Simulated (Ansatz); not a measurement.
C3H9GeNO (`CC(C)[O][Ge][NH2]`), relaxed with RKS PBE-D4/def2-SVP in the Gaussian-basis code of Ansatz from a rough embedded geometry. The force threshold is 0.03 eV/Å; the program also tests the step.

Total charge 0; spin multiplicity 1.

Start:

```xyz
15

C     1.776   -0.369    0.412
C     0.312   -0.257   -0.060
C     0.136   -1.133   -1.293
O     0.022    1.140   -0.456
Ge   -0.619    1.951    1.036
N    -2.458    1.720    1.175
H     1.992   -1.411    0.675
H     2.458    0.055   -0.298
H     1.884    0.242    1.428
H    -0.376   -0.655    0.702
H     0.376   -2.177   -1.071
H    -0.878   -1.007   -1.700
H     0.818   -0.785   -2.065
H    -2.845    2.017    0.287
H    -2.600    0.668    1.227
```

```tsv
step	energy (eV)	largest force (eV/Å)	largest move (Å)
1	-63283.8398	3.134	0.000
2	-63284.2454	0.764	0.190
3	-63284.3415	0.826	0.195
4	-63284.4327	1.224	0.195
5	-63284.5774	0.906	0.200
6	-63284.7112	0.799	0.200
7	-63284.8326	1.790	0.195
8	-63285.0075	0.933	0.200
9	-63285.1176	0.752	0.191
10	-63285.1871	0.744	0.195
11	-63285.2744	0.276	0.200
12	-63285.3124	0.449	0.200
13	-63285.3471	0.155	0.200
14	-63285.3536	0.126	0.097
15	-63285.3537	0.164	0.115
16	-63285.3589	0.103	0.095
17	-63285.3593	0.119	0.022
18	-63285.3605	0.032	0.034
19	-63285.3606	0.020	0.009
```

End:

```xyz
15

C     1.881   -0.564    0.440
C     0.453   -0.133    0.110
C    -0.046   -0.727   -1.210
O     0.432    1.288    0.051
Ge   -0.967    2.416    0.355
N    -2.301    1.182    0.711
H     1.960   -1.667    0.527
H     2.574   -0.221   -0.355
H     2.208   -0.111    1.397
H    -0.214   -0.493    0.936
H    -0.021   -1.836   -1.190
H    -1.087   -0.407   -1.418
H     0.593   -0.378   -2.046
H    -2.224    0.161    0.720
H    -3.241    1.491    0.973
```

Hardware: 4 threads of an Arm Neoverse V2 on a shared host. Wall time 36 s, peak host memory 0.22 GiB.
